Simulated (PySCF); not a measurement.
From computed data to an observable: oscillator strength and radiative lifetime

BClH2S2, SMILES SB(Cl)S.

Coordinates come from a PBE0-D3(BJ)/def2-SVP optimisation. One conformer was computed; it need not be the lowest.

PySCF with TDA-PBE0/def2-SVPD puts the first singlet state with f over 0.02 at 5.91 eV (vertical), with the transition dipole (0.000, -1.313, 0.000) in atomic units.

**Question.** Find the oscillator strength, the wavelength and the radiative lifetime that this transition would have in vacuum if emission retraced absorption.

**Answer.** 
|μ|² = 1.7240 au, so |μ| = 3.34 D. ΔE = 5.91/27.211 = 0.2172 hartree. f = (2/3) ΔE |μ|² = 0.250 (the program prints 0.250).
λ = 1239.84/5.91 = 210 nm; ν = 47667 cm⁻¹.
Einstein's coefficient A = 0.6670 ν² f s⁻¹ (ν in cm⁻¹) = 3.8e8 s⁻¹, so τ = 1/A = 2.6 ns. This state is S2; the lower singlet has f = 0.000. The figure is the radiative limit of this one transition; relaxation, internal conversion, crossing to triplets and a medium change what is measured.
